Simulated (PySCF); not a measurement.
CH7ClN2Si, SMILES NC[Si@@H](N)Cl. The structure is a stationary point at PBE0-D3(BJ)/def2-SVP. The structure was generated by enumeration; whether it is a known compound was not checked. Other conformers were not sampled.

Computed with PySCF with PBE0-D3(BJ)/def2-SVP.

Harmonic wavenumbers (cm⁻¹): 95, 120, 196, 229, 265, 304, 347, 478, 541, 635, 698, 800, 827, 878, 886, 924, 1078, 1115, 1266, 1365, 1421, 1549, 1644, 2252, 3051, 3116, 3532, 3600, 3615, 3697. Rotational constants (GHz): 4.964, 1.791, 1.424; symmetry number 1.

Problem. Work out the zero-point energy and the ideal-gas rigid-rotor harmonic-oscillator thermochemistry at 298.15 K and 1 atm.

Solution. ZPE = ½ Σ hcν = ½ × 40526 cm⁻¹ = 57.93 kcal/mol. H − E(el) = 63.35 kcal/mol. Entropy in cal/(mol K): translation 40.02, rotation 27.63, vibration 17.91, total 85.56. G − E(el) = 37.84 kcal/mol. Cp = 28.55 cal/(mol K). Modes under 150 cm⁻¹ make the vibrational entropy uncertain.
